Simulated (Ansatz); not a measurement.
System: sum formula AlOH (charge 0, singlet). SMILES: [Al][OH]
Geometry: optimised at B3LYP-D3(BJ)/def2-TZVP (Ansatz, an electronic-structure program).

PBE beside other levels, property by property. Cores are frozen in the correlated levels unless marked. Open shells are spin-unrestricted. Spin-orbit coupling is left out. Non-relativistic. Basis-set limits of correlation are two-point, X^-3; Hartree-Fock from the larger set (for Q and 5 zeta extrapolated as (X+1)exp(-9√X)). Atomisation energies are electronic, to ground-state atoms; the column to compare with has the core term from cc-pwCVTZ added, other frozen-core levels have none. Vertical energies are electronic, to the SCF solution reached for that spin. The coupled-cluster column (Ansatz) is a level with limits of its own: (a) CCSD(T)/CBS(aug-cc-pV(T+d)Z,aug-cc-pV(Q+d)Z); (b) CCSD(T)/CBS(cc-pV(Q+d)Z,cc-pV(5+d)Z).

| property | CAM-B3LYP/def2-TZVPD (Ansatz) | wB97M-V/def2-TZVPD (Ansatz) | CCSD(T)/aug-cc-pV(T+d)Z (Ansatz) | coupled cluster |
|---|---|---|---|---|
| atomisation energy (kcal/mol) | 237.8 | 240.4 | 234.0 | 240.5 (b) |
| vertical ionisation energy to the doublet (eV) | 9.14 | 9.15 | 9.02 | 9.04 (a) |

### Question
What does PBE/def2-TZVPD (Ansatz) give for each property, and on which side of coupled cluster does it fall?

### Answer

- atomisation energy: PBE lies 0.7 kcal/mol below coupled cluster; PBE gives 239.8 kcal/mol.
- vertical ionisation energy to the doublet: PBE lies 0.02 eV below coupled cluster; PBE gives 9.02 eV.
